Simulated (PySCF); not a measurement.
## Zn: ionisation energy

Zn [Ar] 3d10 4s2 → Zn⁺ [Ar] 3d10 4s1 [4s1/2^1, M_J = 1/2], as a difference of total energies. Computed with PySCF 2.14 in x2c-TZVPall-2c, with the two-component X2C-1e Hamiltonian. Correlated levels: [Ne] frozen; the 6 highest virtual spinors dropped. "Screened" scales the spin-orbit matrix elements by Boettger's factors to mimic the two-electron term; Breit and QED terms are absent.

| method | ionisation energy (eV) |
| --- | --- |
| GHF (screened spin-orbit) | 7.791 |
| GMP2 (screened spin-orbit) | 8.997 |

**Question.** How much does correlation contribute at GMP2 (screened spin-orbit)?

**Answer.** 8.997 − (7.791) = 1.206 eV, measured against GHF (screened spin-orbit).

Errors of the correlated levels include the incompleteness of this basis and the frozen core.

MP2 underrates the near-degeneracy of ns² with np² in the lower species.

For comparison: 9.394 eV (measured; NIST Atomic Spectra Database, ionization energies).
